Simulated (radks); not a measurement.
Task: Species: neutral thallium. Configuration: [Hg] 6p1 (the NIST ground configuration). Calculated with a radial shooting solver on a logarithmic mesh with Libxc functionals: scalar-relativistic Kohn-Sham, PBE, spin-unpolarised, spherical densities, finite nucleus; Fermi nuclear charge, rms radius 5.4759 fm. Some entries of the table are withheld. Estimate them.

orbital,occ.,eigenvalue (eV),<1/r> (bohr^-1),r(max) (bohr)
1s,2,(1),99.38,0.01003
2s,2,-15238.80,23.33,0.05815
2p,6,-13111.80,20.59,0.04833
3s,2,-3637.475,8.650,0.1639
3p,6,-3024.921,7.850,0.1638
3d,10,-2388.926,7.374,0.1334
4s,2,-811.8112,3.719,0.3689
4p,6,-610.9241,3.349,0.3890
4d,10,-375.0452,(2),0.3954
5s,2,-130.8984,1.550,(3)
4f,14,-114.0411,(4),0.3580
5p,6,-76.1059,1.321,0.9045
5d,10,-15.4915,0.9486,1.115
6s,2,-9.5372,(5),2.073
6p,1,-2.3719,0.3315,2.916

Result: 
(1) 1s eigenvalue (eV): -85580.69
(2) 4d <1/r> (bohr^-1): 3.008
(3) 5s r(max) (bohr): 0.8080
(4) 4f <1/r> (bohr^-1): 2.605
(5) 6s <1/r> (bohr^-1): 0.5150
